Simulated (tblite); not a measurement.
Species: C7H9P.
Numbering: `[CH2:1]=[CH:2][C@@H:3]1[CH2:4][P:5]1[C:6]#[C:7][CH3:8]` (hydrogens: H9, H10 on C1; H11 on C2; H12 on C3; H13, H14 on C4; H15, H16, H17 on C8)

Computed with GFN2-xTB (tblite), gas phase: L-BFGS steps from a force-field or distance-geometry start until the largest atomic force falls under 0.01 eV/Å.

Step 36: E = -597.8649 eV
```
atom  x, y, z in Å  |  force x, y, z in eV/Å
C1     -3.0872   -1.4543    0.4194    0.027  -0.037  -0.010
C2     -2.5838   -0.3330   -0.0750    0.011   0.031   0.054
C3     -1.2243    0.1339    0.1954    0.009   0.010  -0.032
C4     -0.9265    1.6099    0.1661   -0.021   0.002   0.026
P5     -0.1817    0.7208   -1.2644    0.145  -0.046  -0.005
C6      1.4062    0.3824   -0.5601   -0.152  -0.037  -0.052
C7      2.5263    0.0707   -0.2405    0.136  -0.001  -0.017
C8      3.8746   -0.2713    0.1661   -0.089   0.004   0.004
H9     -4.0926   -1.7743    0.2106   -0.006   0.011  -0.010
H10    -2.4985   -2.0976    1.0519   -0.011  -0.027   0.016
H11    -3.1912    0.3034   -0.7082    0.054  -0.003  -0.003
H12    -0.6679   -0.4582    0.9159   -0.040  -0.011   0.007
H13    -1.7612    2.2587   -0.0613   -0.053   0.058  -0.019
H14    -0.2648    2.0075    0.9213    0.046   0.014   0.053
H15     4.5543    0.5496   -0.0708   -0.036  -0.053   0.010
H16     4.1959   -1.1684   -0.3669    0.003   0.060   0.022
H17     3.9154   -0.4677    1.2391   -0.024   0.026  -0.045
```

Step 37: E = -597.8668 eV
```
atom  x, y, z in Å  |  force x, y, z in eV/Å
C1     -3.0861   -1.4521    0.4243    0.005  -0.025  -0.026
C2     -2.5844   -0.3306   -0.0723    0.037  -0.010   0.013
C3     -1.2211    0.1311    0.1885    0.007   0.013  -0.019
C4     -0.9226    1.6067    0.1689   -0.001   0.020   0.004
P5     -0.1801    0.7256   -1.2710    0.057  -0.030   0.014
C6      1.4045    0.3756   -0.5711   -0.055  -0.037  -0.019
C7      2.5277    0.0722   -0.2523    0.035   0.022  -0.043
C8      3.8707   -0.2681    0.1673   -0.060  -0.003   0.007
H9     -4.0946   -1.7663    0.2203   -0.002   0.001  -0.006
H10    -2.4978   -2.1013    1.0521   -0.014   0.005   0.011
H11    -3.1917    0.3030   -0.7098    0.060  -0.009   0.039
H12    -0.6620   -0.4670    0.9024   -0.043  -0.001   0.005
H13    -1.7588    2.2570   -0.0537   -0.025   0.038  -0.016
H14    -0.2596    2.0026    0.9250    0.033  -0.005   0.034
H15     4.5545    0.5510   -0.0628   -0.037  -0.041   0.007
H16     4.1992   -1.1666   -0.3577    0.004   0.043   0.009
H17     3.8953   -0.4609    1.2405   -0.002   0.018  -0.011
```

**Question.** Estimate the geometry and energy of step 38. (The exact step hangs on the optimiser's Hessian estimate; all steps are aligned on step 37, rigid shifts and turns removed.)

**Answer.** E = -597.8677 eV, largest force 0.146 eV/Å
```
atom  x, y, z in Å  |  force x, y, z in eV/Å
C1     -3.0848   -1.4532    0.4233    0.007  -0.013  -0.018
C2     -2.5848   -0.3294   -0.0696    0.041  -0.024  -0.019
C3     -1.2223    0.1331    0.1909    0.010   0.010  -0.003
C4     -0.9232    1.6079    0.1714    0.026   0.030  -0.006
P5     -0.1766    0.7241   -1.2663   -0.016  -0.007  -0.013
C6      1.4042    0.3707   -0.5669   -0.140  -0.002  -0.043
C7      2.5311    0.0707   -0.2630    0.125  -0.011   0.003
C8      3.8703   -0.2685    0.1637   -0.013  -0.008   0.013
H9     -4.0922   -1.7663    0.2165   -0.025  -0.012  -0.009
H10    -2.4988   -2.1032    1.0525   -0.009   0.012   0.008
H11    -3.1903    0.3021   -0.7107    0.048  -0.003   0.045
H12    -0.6665   -0.4644    0.9067   -0.021  -0.012   0.022
H13    -1.7578    2.2575   -0.0583   -0.028   0.043  -0.012
H14    -0.2636    2.0066    0.9300    0.021  -0.018   0.017
H15     4.5561    0.5489   -0.0623   -0.026  -0.012   0.001
H16     4.2061   -1.1666   -0.3561   -0.007   0.019  -0.002
H17     3.8861   -0.4580    1.2370    0.008   0.007   0.014
```

The energy changes by -0.0008 eV. The first-order estimate −F·Δx gives -0.0016 eV and the mean of the old and new forces, exact on a quadratic surface, -0.0008 eV. The step makes an angle of 70° with the force vector and moves no atom by more than 0.011 Å.
